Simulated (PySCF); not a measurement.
# CSe₂: PBE0 against B3LYP

Base calculation in PySCF with density fitting and no spin–orbit coupling, PBE0/def2-TZVP (no relativity): singlet, D∞h, C–Se 1.689 Å (×2); wavenumbers 329 (×2), 389, 1361 cm⁻¹; gap between the highest occupied and lowest empty levels 5.03 eV, polar-tensor charge of C 0.66 e, atomisation energy (no zero-point energy) 995 kJ/mol.

Problem. What changes on going to B3LYP/def2-TZVP (no relativity)?

Solution. The point group stays the same. Changes: mean bond to C +0.008 Å, highest wavenumber -40 cm⁻¹, lowest wavenumber -6 cm⁻¹, gap between the highest occupied and lowest empty levels -0.41 eV, polar-tensor charge of C -0.03 e, atomisation energy (no zero-point energy) -22 kJ/mol. The new structure has C–Se 1.697 Å (×2), with wavenumbers 323 (×2), 378, 1321 cm⁻¹.

Each species is the lowest minimum found with this bonding; other isomers or fragments can lie lower.
